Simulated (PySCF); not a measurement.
Ligands exchanged one at a time, Si NH2-SH. Gas-phase values, no solvent. One relaxed conformer stands for each flexible species; it need not be the lowest. Strings in code marks are SMILES.

Method: B3LYP-D3(BJ)/def2-TZVP run with PySCF 2.14.0. All candidates: neutral, multiplicity 1. B3LYP has the VWN-RPA correlation part, as in Gaussian. Delta-SCF ions had no search for a lower state. 

| Quantity | Value |
|---|---|
| vertical ionisation energy (Delta-SCF) | 8.79 eV |
| HOMO | -6.64 eV |
| HOMO–LUMO gap | 6.94 eV |

Q: Identify which member has these values.
A. `N[Si](N)(S)S`
B. `S[Si](S)(S)S`
C. `N[Si](S)(S)S`
D. `N[Si](N)(N)S`

A: D, `N[Si](N)(N)S`. The others give `S[Si](S)(S)S`: 8.89 eV, -7.01 eV, 5.87 eV; `N[Si](N)(S)S`: 8.97 eV, -6.94 eV, 7.03 eV; `N[Si](S)(S)S`: 9.07 eV, -7.12 eV, 6.85 eV
